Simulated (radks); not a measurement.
Q: N3+, 4 electrons, occupied as [He] 2s1.5 3d0.5 (fractional occupations, a model configuration). Method: Dirac Kohn-Sham, PBE, spin-unpolarised, spherical densities, point nucleus; open shells fill j = l - 1/2 first; computed with a radial shooting solver on a logarithmic mesh with Libxc functionals. Some entries of the table are withheld. Estimate them.

orbital,occ.,eigenvalue (hartree),<r^2> (bohr^2)
1s1/2,2,-16.87220,(1)
2s1/2,1.5,(2),1.386
3d3/2,0.5,(3),(4)
3d5/2,0,(5),(6)

A: 
(1) 1s1/2 <r^2> (bohr^2): 0.07058
(2) 2s1/2 eigenvalue (hartree): -2.65468
(3) 3d3/2 eigenvalue (hartree): -0.71633
(4) 3d3/2 <r^2> (bohr^2): 7.882
(5) 3d5/2 eigenvalue (hartree): -0.71628
(6) 3d5/2 <r^2> (bohr^2): 7.883
